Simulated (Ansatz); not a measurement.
Results of the Gaussian-basis code of Ansatz.

A structure relaxed at PBE0-D4/def2-TZVP, charge 0, multiplicity 1:

| atom | x (Å) | y (Å) | z (Å) |
| --- | --- | --- | --- |
| N1 | -1.7699 | -1.1891 | -0.5665 |
| B2 | -0.6264 | -0.3815 | -0.5216 |
| F3 | -0.1401 | 0.1061 | -1.6855 |
| O4 | -0.0025 | -0.0800 | 0.6433 |
| Ge5 | 1.4599 | 0.9427 | 0.7792 |
| H6 | -2.2365 | -1.4163 | -1.4247 |
| H7 | -2.1790 | -1.5808 | 0.2611 |
| H8 | 1.1387 | 2.3440 | 0.2409 |
| H9 | 1.7543 | 0.9695 | 2.2827 |
| H10 | 2.6015 | 0.2853 | -0.0089 |

(1) Give its formula and SMILES.

(2) Point group (tolerance 0.08 Å, 0.16 Å for H)?

(3) Summarise the bond lengths by kind.

Results:

(1) BFGeH5NO, `NB(F)[O][GeH3]`.

(2) Cs.

(3) 1 × B–N 1.401 Å; 2 × H–N 1.003 Å; 1 × B–F 1.352 Å; 1 × B–O 1.355 Å; 1 × Ge–O 1.790 Å; 3 × Ge–H 1.532 to 1.535 Å.
